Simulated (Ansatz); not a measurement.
Basis sets compared for [Al(H2S)(H2O)5]3+ (AlSO5H12³⁺). Charge 3, multiplicity 1. Geometry PBE-D4/def2-SVP. Ansatz on 4 threads of Intel Xeon on a shared host; times are rough, and most runs start from earlier orbitals.

```xyz
19

Al    0.051   -0.023    0.029
S    -1.677    1.722    0.397
H    -1.738    2.512   -0.721
H    -2.912    1.148    0.237
O     1.473   -1.347   -0.112
H     2.358   -1.219   -0.527
H     1.454   -2.270    0.237
O    -0.658   -0.647   -1.673
H    -0.274   -1.375   -2.221
H    -1.449   -0.321   -2.164
O     0.795    0.574    1.734
H     1.597    0.211    2.180
H     0.449    1.290    2.320
O    -1.014   -1.351    0.979
H    -1.663   -1.983    0.589
H    -1.068   -1.463    1.958
O     1.211    1.239   -0.897
H     1.818    1.893   -0.475
H     1.248    1.410   -1.868
```

B3LYP takes the VWN-RPA correlation.

| level | functions | energy (Eh) | HOMO (eV) | LUMO (eV) | wall time |
| --- | --- | --- | --- | --- | --- |
| HF/STO-3G | 55 | -1007.7519 | -22.36 | -6.16 | 1.9 s |
| HF/6-31G | 95 | -1019.6698 | -24.11 | -9.18 | 3.6 s |
| PBE-D4/def2-SVP | 166 | -1021.8252 | -19.95 | -13.62 | 7.6 s |
| B3LYP-D4/6-31G | 95 | -1022.8931 | -20.84 | -13.18 | 8.5 s |
| PBE0-D4/def2-SVP | 166 | -1021.8977 | -21.25 | -12.60 | 10 s |

Task: Estimate the rows for PBE-D4/def2-TZVP, B3LYP-D4/def2-TZVP (with forces), PBE0-D4/def2-TZVP.

Result: 
```
                           level  functions  energy (Eh)  HOMO (eV)  LUMO (eV)  wall time
                PBE-D4/def2-TZVP        301   -1022.5044     -19.99     -13.86       12 s
B3LYP-D4/def2-TZVP (with forces)        301   -1023.2810     -20.99     -13.23       23 s
               PBE0-D4/def2-TZVP        301   -1022.5693     -21.26     -12.85       18 s
```
